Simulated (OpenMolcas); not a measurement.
**Computed transition rates of O³⁺**

* Program: OpenMolcas
* Method: MS-CASPT2, IPEA 0.25 Eh, imaginary shift 0.1 Eh (closed shells correlated: 1s)
* Basis: ANO-RCC-VQZP [5s4p3d2f1g]
* Scalar Hamiltonian: DKH2, point nucleus
* Active space: 3 electrons in 8 orbitals (2s 2p 3s 3p)
* State averaging: 2S+1 = 4 odd, 1 root; 2S+1 = 2 odd, 11 roots; 2S+1 = 4 even, 3 roots; 2S+1 = 2 even, 9 roots
* Spin-orbit coupling: RASSI with atomic mean-field integrals over the reference wave functions, term energies averaged over their components

Rates come from the transition moments of the reference wave functions (E1 and E2 in the length form). At fixed line strength A goes as λ^-3 for E1 and M1 and as λ^-5 for E2, so a rate at the computed wavelength can be rescaled to the measured one. Measured vacuum wavelengths follow from level energies in Moore, Selected Tables of Atomic Spectra, NSRDS-NBS 3, section 10. Branching counts decays inside the model space alone, at computed energies, and the table is only a selection of the E1 lines, drawn from those between levels with measured partners whose computed energy lies within a factor of 1.5 of the measured one.

| Upper | Lower | Type | λ computed (nm) | λ measured (nm) | A computed (s-1) | A rescaled (s-1) | Branching % |
| --- | --- | --- | --- | --- | --- | --- | --- |
| 2s 2p2 2P 3/2 | 2s2 2p 2P* 3/2 | E1 | 55.11 | 55.45 | 6.23e+09 | 6.12e+09 | 83.4 |
| 2s 2p2 2P 1/2 | 2s2 2p 2P* 1/2 | E1 | 55.08 | 55.41 | 4.91e+09 | 4.82e+09 | 65.8 |
| 2p3 2P* 1/2 | 2s 2p2 2D 3/2 | E1 | 61.41 | 61.7 | 3.61e+09 | 3.56e+09 | 60.0 |
| 2p3 4S* 3/2 | 2s 2p2 4P 5/2 | E1 | 62.44 | 62.59 | 3.59e+09 | 3.56e+09 | 49.9 |
| 2p3 2P* 3/2 | 2s 2p2 2D 5/2 | E1 | 61.4 | 61.7 | 3.22e+09 | 3.17e+09 | 53.6 |
| 2s 2p2 2S 1/2 | 2s2 2p 2P* 3/2 | E1 | 60.87 | 60.98 | 2.94e+09 | 2.92e+09 | 65.2 |
| 2s 2p2 2P 1/2 | 2s2 2p 2P* 3/2 | E1 | 55.19 | 55.53 | 2.55e+09 | 2.50e+09 | 34.2 |
| 2p3 4S* 3/2 | 2s 2p2 4P 3/2 | E1 | 62.36 | 62.51 | 2.40e+09 | 2.38e+09 | 33.4 |
| 2p3 2D* 5/2 | 2s 2p2 2D 5/2 | E1 | 77.44 | 77.99 | 1.80e+09 | 1.76e+09 | 77.9 |
| 2p3 2D* 3/2 | 2s 2p2 2D 3/2 | E1 | 77.44 | 77.98 | 1.72e+09 | 1.68e+09 | 74.6 |
| 2p3 2P* 3/2 | 2s 2p2 2P 3/2 | E1 | 92.71 | 92.34 | 1.58e+09 | 1.60e+09 | 26.4 |
| 2s 2p2 2S 1/2 | 2s2 2p 2P* 1/2 | E1 | 60.73 | 60.84 | 1.57e+09 | 1.56e+09 | 34.8 |
| 2p3 2P* 1/2 | 2s 2p2 2P 1/2 | E1 | 92.52 | 92.14 | 1.28e+09 | 1.30e+09 | 21.3 |
| 2s 2p2 2P 3/2 | 2s2 2p 2P* 1/2 | E1 | 55 | 55.33 | 1.24e+09 | 1.22e+09 | 16.6 |
| 2p3 4S* 3/2 | 2s 2p2 4P 1/2 | E1 | 62.31 | 62.46 | 1.20e+09 | 1.19e+09 | 16.7 |
| 2s 2p2 2D 5/2 | 2s2 2p 2P* 3/2 | E1 | 79.09 | 79.02 | 8.94e+08 | 8.96e+08 | 100.0 |
| 2s 2p2 2D 3/2 | 2s2 2p 2P* 1/2 | E1 | 78.86 | 78.77 | 7.55e+08 | 7.58e+08 | 83.8 |
| 2p3 2D* 5/2 | 2s 2p2 2P 3/2 | E1 | 134.9 | 134.4 | 3.79e+08 | 3.83e+08 | 16.4 |
| 2p3 2D* 3/2 | 2s 2p2 2P 1/2 | E1 | 134.4 | 133.9 | 3.22e+08 | 3.26e+08 | 14.0 |
| 2s 2p2 2D 3/2 | 2s2 2p 2P* 3/2 | E1 | 79.09 | 79.01 | 1.46e+08 | 1.46e+08 | 16.2 |
| 2s 2p2 4P 1/2 | 2s2 2p 2P* 3/2 | E1 | 143.1 | 140.7 | 1.79e+03 |  | 50.5 |
| 2s 2p2 4P 1/2 | 2s2 2p 2P* 1/2 | E1 | 142.3 | 140 | 1.75e+03 |  | 49.5 |
| 2s 2p2 4P 5/2 | 2s2 2p 2P* 3/2 | E1 | 142.4 | 140.1 | 1.30e+03 |  | 100.0 |
| 2s 2p2 4P 3/2 | 2s2 2p 2P* 3/2 | E1 | 142.8 | 140.5 | 3.78e+02 |  | 87.6 |
| 2s 2p2 4P 3/2 | 2s2 2p 2P* 1/2 | E1 | 142 | 139.7 | 5.38e+01 |  | 12.4 |

Spin-changing lines and M1 lines between different terms are not rescaled, since their strength hangs on the term gaps too.

The largest correction is for 2p3 2D* 5/2 → 2s 2p2 2D 5/2 (E1): 1.80e+09 × (77.44 / 77.99)^3 = 1.76e+09 s-1, a factor of 0.98.

The computed rate and branching of 2s 2p2 2D 5/2 → 2s2 2p 2P* 3/2 give the upper level a radiative lifetime of 1.000 / 8.94e+08 s-1 = 1.12e-09 s, counting decays inside the model space alone. The rescaled rate gives about 1.1e-09 s.

The computed order of these levels differs from the measured one in 2 places, and where term gaps are wrong the rates of spin-changing lines can be off by large factors.

No measured rate stands beside these. Rescaling mends the energy factor alone: line strengths can still be far off where a level mixes with configurations outside the active space, and weak or spin-changing lines hang on small mixing coefficients that depend on the term gaps too, so rescaling need not improve them.

Term energies are means over components that CASPT2 splits; among the terms shown or strongly mixed into the levels shown the widest spread is 310 cm-1 (2p3 2D*). Active for correlation alone: 3p 3s; no level in the range computed is led by a configuration that fills them, so any true level of that kind is missing. Computed and measured levels are paired by configuration, term and J; levels that our copy of the source lacks, or whose pairing is in doubt (as where it misses far off the trend of its configuration), stay unpaired. Levels of configurations outside the active space are missing.

* marks odd parity.
